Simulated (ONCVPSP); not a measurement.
Pseudopotential generation for rubidium (Rb): ONCV, PBEsol, scalar-relativistic.

Input for ONCVPSP 4.0.1:

```
# ATOM AND REFERENCE CONFIGURATION
# atsym  z   nc   nv     iexc    psfile
  Rb 37.00    6    3  -116133      upf
#
#   n    l    f
    1    0    2.00
    2    0    2.00
    2    1    6.00
    3    0    2.00
    3    1    6.00
    3    2   10.00
    4    0    2.00
    4    1    6.00
    5    0    1.00
#
# PSEUDOPOTENTIAL AND OPTIMIZATION
# lmax
    2
#
#   l,   rc,      ep,       ncon, nbas, qcut
    0    2.20    0.00    4    7    4.60
    1    2.10    0.00    4    8    6.40
    2    1.85    0.32    4    8    5.70
#
# LOCAL POTENTIAL
# lloc, lpopt,  rc(5),   dvloc0
    2    5    1.85    0.00
#
# VANDERBILT-KLEINMAN-BYLANDER PROJECTORs
# l, nproj, debl
    0    2    0.40
    1    1    0.40
    2    0    3.20
#
# MODEL CORE CHARGE
# icmod, fcfact, rcfact
    1    0.35    0.00
#
# LOG DERIVATIVE ANALYSIS
# epsh1, epsh2, depsh
   -3.00    5.00    0.02
#
# OUTPUT GRID
# rlmax, drl
    6.00    0.01
#
# TEST CONFIGURATIONS
# ncnf
    4
# nvcnf
#   n    l    f
    3
    4    0    2.00
    4    1    6.00
    5    0    0.00
#
    3
    4    0    2.00
    4    1    6.00
    5    0    0.50
#
    4
    4    0    2.00
    4    1    6.00
    5    0    0.00
    5    1    1.00
#
    3
    4    0    1.00
    4    1    6.00
    5    0    1.00
#
```

Command:

```bash
oncvpsp.x < Rb.dat > Rb.out
```

Resulting log (shortened: citation, most of the input echo, consistency checks and plot data are left out):

```
ONCVPSP  (Optimized Norm-Conservinng Vanderbilt PSeudopotential)
scalar-relativistic version 4.0.1

#   n    l    f        energy (Ha)
    1    0    2.00    -5.5208805E+02
    2    0    2.00    -7.3752615E+01
    2    1    6.00    -6.5396625E+01
    3    0    2.00    -1.0934922E+01
    3    1    6.00    -8.2558557E+00
    3    2   10.00    -3.8215553E+00
    4    0    2.00    -1.1725169E+00
    4    1    6.00    -5.8719737E-01
    5    0    1.00    -8.1674736E-02

Reference configufation results
  iterations    25
  all-electron total energy (Ha)   -2.97934329D+03

Begin loop to  construct optimized pseudo wave functions
and semi-local pseudopoentials for all angular momenta

Calculating optimized projector #   1

 for l=   0

    Fraction of norm inside rc  0.914493
    Optimizing pswf for qcut=   4.60 a_B^-1,  ecut=  10.58 Ha
    Residual kinetic energy error=  6.92D-05 Ha

    Energy error per electron        Cutoff
         Ha          eV             Ha
         0.01000     0.27211        4.95
         0.00100     0.02721        8.17
         0.00010     0.00272       10.17
         0.00001     0.00027       23.96

Calculating optimized projector #   2

 for l=   0

    Fraction of norm inside rc  0.030723
    Optimizing pswf for qcut=   4.60 a_B^-1,  ecut=  10.58 Ha
    Residual kinetic energy error=  2.63D-05 Ha

    Energy error per electron        Cutoff
         Ha          eV             Ha
         0.01000     0.27211        1.67
         0.00100     0.02721        6.26
         0.00010     0.00272        9.18
         0.00001     0.00027       13.82

Calculating optimized projector #   1

 for l=   1

    Fraction of norm inside rc  0.756490
    Optimizing pswf for qcut=   6.39 a_B^-1,  ecut=  20.45 Ha
    Residual kinetic energy error=  3.84D-07 Ha

    Energy error per electron        Cutoff
         Ha          eV             Ha
         0.01000     0.27211        4.75
         0.00100     0.02721        7.92
         0.00010     0.00272       14.28
         0.00001     0.00027       17.13

   Wellstate for l =  2  n =  5
     eigenvalue =   0.3200
     asymptotic potential =   0.8200
     half-point radius =  8.1693

Calculating optimized projector #   1

 for l=   2

    Fraction of norm inside rc  0.127547
    Optimizing pswf for qcut=   5.70 a_B^-1,  ecut=  16.23 Ha
    Residual kinetic energy error=  7.92D-06 Ha

    Energy error per electron        Cutoff
         Ha          eV             Ha
         0.01000     0.27211        5.84
         0.00100     0.02721        9.37
         0.00010     0.00272       12.71
         0.00001     0.00027       16.18

Construct Vanderbilt / Kleinmman-Bylander projectors

B matrix Hermiticity error, ll=   0
   1   2    4.3406E-05

  Orthonormal projector coefficients  4.7002E+00  9.7360E-01

Model core correction analysis
  based on d2Exc/dn_idn_j

d2excae - all-electron derivatives

   -2.999342D-02   -2.449017D-02   -8.184340D-04
   -2.476070D-02   -2.188032D-02   -4.815149D-04
   -9.843968D-04   -7.178856D-04   -4.091999D-05

d2excps - pseudofunction derivatives with no core correction

   -3.775370D-02   -2.757341D-02   -1.325986D-03
   -2.784563D-02   -2.417641D-02   -6.690776D-04
   -1.493102D-03   -9.066073D-04   -7.078031D-05

rms 2nd derivative error    3.075082E-03

Polynomial model core charge

d2excps - pseudofunction derivatives with core correction

   -2.645318D-02   -2.296075D-02   -6.656646D-04
   -2.323094D-02   -2.194360D-02   -4.014427D-04
   -8.315752D-04   -6.378094D-04   -3.266896D-05

rms 2nd derivative error    1.385487E-03

Pseudoatom total energy  -24.448409

Diagnostic tests using Vanderbilt-Kleinman-Bylander pseudopotentials
  1 or more projectors used as specified by nproj input data

   l    rcore       rmatch      e in        delta e   norm test  slope test

   0   2.2126646   2.2798459  -1.1725169   0.0000003   1.0000679   1.0000668
   0   2.2126646   2.2798459  -0.0816747   0.0000006   1.0000204   1.0000171

   1   2.1092679   2.1733098  -0.5871974  -0.0000021   0.9999978   1.0000057

   2   1.8602621   1.9167437   0.3200000   0.0000027   1.0000011   1.0000011

 Testing for bound ghosts
   n   l    E NL Schr. Eq   E Basis Diag.   E Cutoff

   1   0       -1.172517       -1.172496     38.75
   2   0       -0.081674       -0.015861     38.75

   2   1       -0.587199       -0.587054     50.03

 Testing for highly-localized positive-energy ghosts
       l    <radius>/rc     E Basis Diag.   E Cutoff

Test configuration 0

   n   l     f        eae           eps        diff
   1   0  2.0000 -552.08805254
   2   0  2.0000  -73.75261490
   2   1  6.0000  -65.39662493
   3   0  2.0000  -10.93492197
   3   1  6.0000   -8.25585572
   3   2 10.0000   -3.82155528
   4   0  2.0000   -1.17251691   -1.17251657    3.44D-07
   4   1  6.0000   -0.58719737   -0.58719947   -2.11D-06
   5   0  1.0000   -0.08167474   -0.08167410    6.36D-07

    Total energies and differences
      AE_ref= -2.97934329D+03  AE_tst= -2.97934329D+03  dif=  0.00D+00
      PS_ref= -2.44484090D+01  PS_tst= -2.44484090D+01  dif= -1.07D-14
      PSP excitation error=  1.07D-14

Test configuration 1

   n   l     f        eae           eps        diff
   1   0  2.0000 -552.29965321
   2   0  2.0000  -73.96407482
   2   1  6.0000  -65.60806993
   3   0  2.0000  -11.14625250
   3   1  6.0000   -8.46716425
   3   2 10.0000   -4.03282975
   4   0  2.0000   -1.38250950   -1.38281874   -3.09D-04
   4   1  6.0000   -0.79531592   -0.79536448   -4.86D-05

    Total energies and differences
      AE_ref= -2.97934329D+03  AE_tst= -2.97919375D+03  dif=  1.50D-01
      PS_ref= -2.44484090D+01  PS_tst= -2.42988641D+01  dif=  1.50D-01
      PSP excitation error= -1.24D-05

Test configuration 2

   n   l     f        eae           eps        diff
   1   0  2.0000 -552.18627881
   2   0  2.0000  -73.85077921
   2   1  6.0000  -65.49478567
   3   0  2.0000  -11.03303023
   3   1  6.0000   -8.35395586
   3   2 10.0000   -3.91964191
   4   0  2.0000   -1.27012451   -1.27023399   -1.09D-04
   4   1  6.0000   -0.68419731   -0.68421238   -1.51D-05
   5   0  0.5000   -0.14857125   -0.14857589   -4.64D-06

    Total energies and differences
      AE_ref= -2.97934329D+03  AE_tst= -2.97928591D+03  dif=  5.74D-02
      PS_ref= -2.44484090D+01  PS_tst= -2.43910263D+01  dif=  5.74D-02
      PSP excitation error= -2.95D-06

Test configuration 3

   n   l     f        eae           eps        diff
   1   0  2.0000 -552.14218654
   2   0  2.0000  -73.80680889
   2   1  6.0000  -65.45077762
   3   0  2.0000  -10.98916874
   3   1  6.0000   -8.31008657
   3   2 10.0000   -3.87577037
   4   0  2.0000   -1.22643644   -1.22681014   -3.74D-04
   4   1  6.0000   -0.63995416   -0.64010994   -1.56D-04
   5   1  1.0000   -0.04873937   -0.04873043    8.94D-06

    Total energies and differences
      AE_ref= -2.97934329D+03  AE_tst= -2.97928844D+03  dif=  5.48D-02
      PS_ref= -2.44484090D+01  PS_tst= -2.43935104D+01  dif=  5.49D-02
      PSP excitation error= -4.97D-05

Test configuration 4

   n   l     f        eae           eps        diff
   1   0  2.0000 -552.61630291
   2   0  2.0000  -74.27434852
   2   1  6.0000  -65.91864317
   3   0  2.0000  -11.45151068
   3   1  6.0000   -8.77193883
   3   2 10.0000   -4.33628141
   4   0  1.0000   -1.61250343   -1.62244132   -9.94D-03
   4   1  6.0000   -1.00045677   -1.00278982   -2.33D-03
   5   0  1.0000   -0.29906033   -0.29967277   -6.12D-04

    Total energies and differences
      AE_ref= -2.97934329D+03  AE_tst= -2.97795638D+03  dif=  1.39D+00
      PS_ref= -2.44484090D+01  PS_tst= -2.30567380D+01  dif=  1.39D+00
      PSP excitation error= -4.77D-03
```

The run took about 3.6 s on one core of a shared server CPU.
